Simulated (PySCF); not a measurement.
A geometry optimisation on `N[SiH]1N[SiH2]N1`.

Computed with PBE0-D3(BJ)/def2-SVP geometry optimisation, gas phase (PySCF 2.14.0). Start geometry: GFN2-xTB. The command runs a driver script over a list of jobs; the input below is this job's line of settings and its coordinates in Å.

Command:
```bash
OMP_NUM_THREADS=1 python probes_run.py task.json out
```

Input:
```
{"job": {"xc": "PBE0", "basis": "def2-SVP", "d3": "d3bj", "grid": 1, "shake": 0.01, "kind": "geom"}, "charge": 0, "multiplicity": 1}
N      2.208570     0.124360     0.137910
Si     0.643130    -0.610150     0.045310
N     -0.552490    -0.127100    -1.156110
Si    -1.702810     0.417720    -0.019560
N     -0.487380     0.115650     1.138340
H      2.929780    -0.217880    -0.431020
H      2.227090     1.154580     0.126220
H      0.878210    -2.038280     0.140160
H     -0.612840    -0.336240    -2.104110
H     -2.902200    -0.464670     0.110740
H     -2.092410     1.823450    -0.154150
H     -0.496960     0.130270     2.157250
```

Output:
```
step   0  E = -746.82558269  max force = 0.045323
step   1  E = -746.83257887  max force = 0.008860
step   2  E = -746.83343760  max force = 0.003221
step   3  E = -746.83379895  max force = 0.003134
step   4  E = -746.83405686  max force = 0.002068
step   5  E = -746.83417556  max force = 0.001884
step   6  E = -746.83428866  max force = 0.001597
step   7  E = -746.83435792  max force = 0.001347
step   8  E = -746.83441530  max force = 0.001006
step   9  E = -746.83445892  max force = 0.001157
step  10  E = -746.83448244  max force = 0.000886
step  11  E = -746.83448877  max force = 0.000663
step  12  E = -746.83449094  max force = 0.000381
optimisation converged
```

Energies in Eh; «max force» is the largest Cartesian gradient component in Eh/bohr.

Give the first gradient maximum in eV/Å.

With 1 Eh/bohr = 51.422 eV/Å, 2.331 eV/Å.

How much energy does the optimisation release, in kcal/mol?

E(step 0) − E(last step) = 0.008908 Eh, which is 5.6 kcal/mol.

In short: final energy -746.83449 Eh after 12 steps; dipole 1.60 D.

Give the final coordinates.

0.163 Å rms from the input after alignment:
```
atom  x, y, z in Å
N1     2.1246    0.3229   -0.2759
Si2    0.6661   -0.5367   -0.0337
N3    -0.6798   -0.2078   -1.1050
Si4   -1.7430    0.2809    0.1856
N5    -0.3880    0.0132    1.2484
H6     3.0195   -0.1364   -0.3763
H7     2.1782    1.3294   -0.3681
H8     1.1150   -1.9599    0.0287
H9    -0.8230   -0.3890   -2.0868
H10   -2.9358   -0.5968    0.4127
H11   -2.2538    1.6894    0.1258
H12   -0.2389    0.1611    2.2347
```

Estimate the wall time. Hardware: one thread, Arm Neoverse V1 (aarch64) (shared host). And the peak memory of the process?

About 67 s, with 0.47 GiB resident at the peak, the Python interpreter and its libraries included.
Labels such as C1 count atoms from 1, the log's own numbers from 0.
